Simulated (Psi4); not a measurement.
A dimer, C2H2 ··· H4Si (SMILES C#C and [SiH4]), singlet; the first 4 atoms form monomer A.

```
9

C     -0.5588    -0.1153     0.1803
C      0.5588     0.1153    -0.1804
H     -1.5510    -0.3206     0.5007
H      1.5510     0.3206    -0.5006
Si    -4.2393    -0.5127     1.5663
H     -3.9463    -1.7507     0.8094
H     -3.2675    -0.3698     2.6739
H     -5.6106    -0.5853     2.1193
H     -4.1328     0.6551     0.6627
```

Q: What interaction energy does SAPT0/jun-cc-pVDZ, frozen core (Psi4 1.11) give, and which attractive term is the largest?

A: Total 0.77 kcal/mol: electrostatics 0.76, exchange 1.13, induction -0.27, dispersion -0.85. The most attractive term is dispersion.
